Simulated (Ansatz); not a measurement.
Question: Name a neutral molecule of C, Ga, S and H with size of the dipole moment (B3LYP/def2-TZVPP) between 1.35 and 1.65 D and LUMO energy (PBE0/def2-TZVPP) between -0.70 and -0.40 eV (Ansatz, PBE0-D4/def2-TZVP geometry).

Answer: `C=C(S)[CH2][GaH2]` (1.55 D, -0.61 eV); `S[CH2][GaH2]` (1.41 D, -0.68 eV). Other molecules can fit too; these were computed, each in one conformer that needn't be the lowest.

B3LYP here is the variant with VWN-RPA as its local correlation; programs differ in this.
